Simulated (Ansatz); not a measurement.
Energy profile

The step: GeH₄O ([OH][GeH3]) + AsH₃ → GeAsH₅ ([GeH3][AsH2]) + H₂O; bonds formed: Ge1–As7, O2–H6; bonds broken: Ge1–O2, H6–As7 (atoms numbered as in the saddle structure below).

| atom | x (Å) | y (Å) | z (Å) |
| --- | --- | --- | --- |
| Ge1 | -0.8561 | 0.6690 | -0.8129 |
| O2 | 0.4497 | 1.1296 | 0.5922 |
| H3 | -0.1572 | 0.6138 | -2.1645 |
| H4 | -1.8997 | -0.4029 | -0.4958 |
| H5 | -1.5302 | 2.0532 | -0.6308 |
| H6 | 0.7904 | 0.1179 | 0.6404 |
| As7 | 0.7886 | -1.7945 | -0.1750 |
| H8 | 0.0829 | 1.4470 | 1.4326 |
| H9 | 0.1585 | -2.1845 | 1.1601 |
| H10 | 2.1732 | -1.6487 | 0.4537 |

Electronic energies by CCSD(T) at an estimated basis limit (MP2 extrapolated from triple and quadruple zeta, plus CCSD(T) − MP2 in triple zeta), on PBE0-D4/def2-TZVP structures; GeAsH7O, singlet; no counterpoise correction. Ansatz 0.2.0; basis: def2-TZVPP and def2-QZVPP; cores frozen in the correlated methods. Filled d shells of the heavier atoms are correlated. The def2 sets are not built for correlating such inner shells, so the correlated values are less sure here. Extrapolation: Hartree–Fock as exp(−7.88 √X), correlation as X^−2.97.

Give the profile in eV, counted from the separated reactants. (To be estimated.)

The calculation gives:
```json
{"point": "separated: GeH4O (linked as [OH][GeH3]; Ge1, O2, H3, H4, H5, H8; singlet) + AsH3 (H6, As7, H9, H10; singlet)", "eV": "0.000"}
{"point": "start structure", "eV": "-0.064"}
{"point": "saddle", "eV": "1.588"}
{"point": "end structure", "eV": "-0.313"}
{"point": "separated: GeAsH5 (linked as [GeH3][AsH2]; Ge1, H3, H4, H5, As7, H9, H10; singlet) + H2O (O2, H6, H8; singlet)", "eV": "-0.234"}
```

T1 diagnostic: at most 0.013.

For scale, one of the runs: CCSD(T)/def2-TZVPP, 225 basis functions, launched by `ansatz run in.yaml --threads 8 --pin off --events-out ev --progress --plain --max-ram 19148MiB`. The run took 98 s on 8 CPU threads of an Arm Neoverse V1 (shared host), with 3.8 GiB of host memory at its peak.
